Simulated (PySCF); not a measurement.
**C$_{6}$H$_{9}$BO$_{3}$: full NMR table**

```
Formula                               : C6H9BO3
SMILES                                : COB(OC)c1ccoc1
Point group of the computed structure : C1
Carbon signals                        : 5
Proton signals                        : 4
```

Molfile (atoms numbered from 1):
```
C6H9BO3
     RDKit          3D

 19 19  0  0  0  0  0  0  0  0999 V2000
   -1.4984   -1.7394    0.8268 C   0  0  0  0  0  0  0  0  0  0  0  0
   -1.5271   -0.3623    0.5926 O   0  0  0  0  0  0  0  0  0  0  0  0
   -0.4811    0.3612    0.1023 B   0  0  0  0  0  0  0  0  0  0  0  0
   -0.6733    1.6958   -0.0758 O   0  0  0  0  0  0  0  0  0  0  0  0
   -1.9028    2.3011    0.2240 C   0  0  0  0  0  0  0  0  0  0  0  0
    0.9288   -0.1816   -0.2813 C   0  0  0  0  0  0  0  0  0  0  0  0
    2.0044    0.6477   -0.7669 C   0  0  0  0  0  0  0  0  0  0  0  0
    3.0623   -0.1720   -0.9973 C   0  0  0  0  0  0  0  0  0  0  0  0
    2.7357   -1.4497   -0.6944 O   0  0  0  0  0  0  0  0  0  0  0  0
    1.4622   -1.4466   -0.2684 C   0  0  0  0  0  0  0  0  0  0  0  0
   -0.7138   -2.0161    1.5516 H   0  0  0  0  0  0  0  0  0  0  0  0
   -1.3337   -2.3096   -0.1038 H   0  0  0  0  0  0  0  0  0  0  0  0
   -2.4702   -2.0420    1.2431 H   0  0  0  0  0  0  0  0  0  0  0  0
   -2.7412    1.7984   -0.2850 H   0  0  0  0  0  0  0  0  0  0  0  0
   -2.1092    2.2826    1.3071 H   0  0  0  0  0  0  0  0  0  0  0  0
   -1.8604    3.3484   -0.1081 H   0  0  0  0  0  0  0  0  0  0  0  0
    1.9593    1.7239   -0.9154 H   0  0  0  0  0  0  0  0  0  0  0  0
    4.0745   -0.0117   -1.3597 H   0  0  0  0  0  0  0  0  0  0  0  0
    1.0680   -2.4205    0.0079 H   0  0  0  0  0  0  0  0  0  0  0  0
  1  2  1  0
  2  3  1  0
  3  4  1  0
  4  5  1  0
  3  6  1  0
  6  7  1  0
  7  8  2  0
  8  9  1  0
  9 10  1  0
 10  6  2  0
  1 11  1  0
  1 12  1  0
  1 13  1  0
  5 14  1  0
  5 15  1  0
  5 16  1  0
  7 17  1  0
  8 18  1  0
 10 19  1  0
M  END
```

Computed data (PySCF 2.14): σ from GIAO-KT3/pcSseg-1, coordinates at the PBE0-D3(BJ)/def2-SVP level. No solvent, one conformer, one averaged value for each set of equivalent atoms, relativity neglected.

References, each an isolated molecule treated in the same way: ¹H, ¹³C against TMS; ¹¹B against BF3·OEt2; ¹⁷O against H2O.

| carbon | δC, type | δH (multiplicity) | HMBC from (2–3 bonds) | span of the C tensor (ppm) |
| --- | --- | --- | --- | --- |
| C1/C5 | 52.9, CH3 | 3.79 (s) | – | 73 |
| C6 | 109.0, C | – | H19, H18, H17 | 155 |
| C7 | 111.0, CH | 6.74 (m) | H19, H18 | 162 |
| C8 | 133.8, CH | 7.29 (m) | H19, H17 | 129 |
| C10 | 139.7, CH | 7.58 (m) | H18, H17 | 130 |

Other nuclei:
| atoms | nucleus | environment | δ (ppm) | σ (ppm) |
| --- | --- | --- | --- | --- |
| B3 | ¹¹B | boron bonded to C, 2 O | 21.8 | 78.7 |
| O9 | ¹⁷O | aromatic ring oxygen | 302.9 | 26.1 |
| O2/O4 | ¹⁷O | oxygen bonded to C, B | 105.1 | 224.0 |

1. δC 139.7, 133.8: aromatic CH next to the ring oxygen.
2. δC 111.0: aromatic CH.
3. δC 109.0: substituted aromatic carbon.
4. δH 7.58, 7.29: hydrogen on an aromatic CH next to the ring oxygen; ring-current deshielding.
5. δH 6.74: hydrogen on an aromatic CH; the ring current deshields protons in the ring plane.

A carbon bonded to boron is broadened by the quadrupolar boron nucleus and is often missing from a measured spectrum. Shifts are as computed, not scaled to solution data. Of 1211 compounds with measured shifts, 218 miss one by over three times the rms of a fit or turn the order of signals round; such compounds aren't used in these exercises. Unscaled 17O shifts of doubly bonded oxygen tend to come out too high, by tens of ppm or more. Experimental scales use liquid or dissolved standards, which lie at an offset from isolated H2O (liquid H2O: subtract about 36 ppm). Multiplicities follow the n + 1 count of equivalent neighbours, as no J values were calculated; m marks all less simple cases, F and P coupling included.
